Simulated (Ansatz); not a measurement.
`C[O][W](=[O])(=[O])[F]`. The species carries charge 0 and has multiplicity 1. Correlated methods include outer-core shells of W, which these sets cover unevenly. W: def2 effective core potential.

```xyz
9

C     0.172    1.278   -0.940
O     0.306    0.485    0.218
W    -0.120   -1.165    0.925
O     1.220   -2.204    0.767
O    -1.391   -1.836    0.016
F    -0.613   -1.023    2.715
H     0.111    2.324   -0.634
H     1.047    1.138   -1.578
H    -0.732    1.004   -1.489
```

Q: Give the diagnostics of a CCSD(T)/def2-TZVPP run (frozen core, Ansatz). (Estimate.)

A: The calculation gave: T1 = 0.0216, largest single amplitude 0.048, largest double 0.035, (T) share of the correlation energy 5.0 %, 12 CCSD cycles. The RHF solution is stable towards an unrestricted one. T1 lies over the customary mark of 0.02 for closed shells; compounds of d metals often pass it without a breakdown.
